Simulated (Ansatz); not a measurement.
```yaml
crystal:
  periodic: [false, false, false]
  atoms:
    - {symbol: Sc, position_ang: [-0.003543, 1.798962, -0.755185]}
    - {symbol: Si, position_ang: [-1.036706, -1.890466, 1.260938]}
    - {symbol: Si, position_ang: [2.061952, 0.503412, -1.143066]}
    - {symbol: Si, position_ang: [0.492457, -0.656988, 0.045797]}
    - {symbol: Si, position_ang: [-1.530491, 0.234560, 0.547391]}
basis:
  gaussian: {orbitals: x2c-TZVPPall}
total_charge: -1
hamiltonian: {xc: {name: PBEsol}}
```

```sh
$ ansatz run in.yaml --threads 4 --pin off --events-out ev --progress --plain --max-ram 4787MiB
```

Shortened log:

```
Functional definition: PBEsol
1649 factors; their error is unknown
mean field evaluation 1: about -52250.2779 eV, gradient 9.3e1 eV
mean field evaluation 2: about -52097.7675 eV, gradient 2.0e2 eV
mean field evaluation 4: about -52206.0500 eV, gradient 1.1e2 eV
mean field evaluation 8: about -52270.0311 eV, gradient 1.9e-2 eV
mean field evaluation 16: about -52262.4464 eV, gradient 3.3e1 eV
mean field evaluation 32: about -52269.0077 eV, gradient 7.4e0 eV
mean field -52269.94823429 eV, -1920.8851677666 hartree, gradient 3.8e-5 eV, S^2 0.000000; 3 other end points of the search recorded, 0 dependent functions left out
reference -52269.94826797 eV, -1920.8851690045 hartree; 39, 39 occupied and 193, 193 virtual orbitals, 1649 factors
Total energy: -52269.94826797 eV, -1920.8851690045 hartree
Relativity: scalar
```

It took 6.5 s on 4 threads of Arm Neoverse V1 on a shared host.

DK, ANO-RCC and x2c sets are all-electron and run with scalar relativity unless a key says otherwise. The highest occupied level of an anion often lies above zero with these methods, and sets without diffuse functions describe the outer electron poorly. The restricted singlet is unstable towards broken spin symmetry in Hartree–Fock (as tested in another run); at RKS PBEsol/x2c-TZVPPall this wasn't settled.
